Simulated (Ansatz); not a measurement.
`F[CH2][SnH2][F]` + HBr → `[F][SnH2][Br]` + `CF` at 600 K and 1 bar (ligand exchange at the Sn–C bond).

Gas-phase electronic energies from Ansatz, PBE0-D4/def2-TZVP geometries. CBS: MP2 limit from def2 TZ/QZ plus the TZ coupled-cluster correction, frozen cores. This one scheme is used for every species. Elements past krypton have def2 core potentials. For Br, Sn outer-core shells are correlated without core-valence functions, which leaves a few kJ/mol of doubt a bond. Scalar relativity is left out up to krypton. Each species was taken in one conformer, which may not be the lowest.

```
          species  CCSD(T)/CBS energy (Eh)  H − E (kJ/mol)  S (J/(mol·K))
`F[CH2][SnH2][F]`               -454.06536           170.3          424.2
              HBr              -2573.91920            33.5          219.1
  `[F][SnH2][Br]`              -2888.40380            83.2          376.9
             `CF`               -139.63461           127.6          254.6
```

H − E and S are ideal-gas, rigid-rotor, harmonic terms from PBE0-D4/def2-TZVP, for one conformer and one mirror image of each species. 1 Eh = 2625.50 kJ/mol, R = 8.31446 J/(mol·K).

Task: By hand: ΔE, ΔH, ΔS and ΔG.

Result: ΔE = (-2888.40380) + (-139.63461) − (-454.06536) − (-2573.91920) = -0.05385 Eh = -141.4 kJ/mol. Δ(H − E) = 83.2 + 127.6 − 170.3 − 33.5 = 7.0, so ΔH = -134.4 kJ/mol. ΔS = 376.9 + 254.6 − 424.2 − 219.1 = -11.8 J/(mol·K). ΔG = -134.4 − 600 × (-11.8)/1000 = -127.3 kJ/mol.

Task: By hand: the equilibrium constant, and the temperature at which ΔG would vanish if ΔH and ΔS stayed fixed.

Result: log₁₀ K = −ΔG/(RT ln 10) = 11.1. ΔG = 0 at ΔH/ΔS = 11390 K, far beyond where these terms or the molecules hold.

The number of gas molecules stays the same, so ΔS is small and ΔH decides. A doubt of 5 kJ/mol in ΔE shifts log₁₀ K by 0.4 here. Other conformers and mirror images would add mixing entropy, several J/(mol·K) or more a flexible species. Modes under 60 cm⁻¹, often nearly free rotors, make the harmonic entropy too high. These are equilibria of isolated gas molecules and say nothing of rates. Largest T1 diagnostic: 0.013 (customary marks: 0.02 for closed shells, 0.045 for open ones).
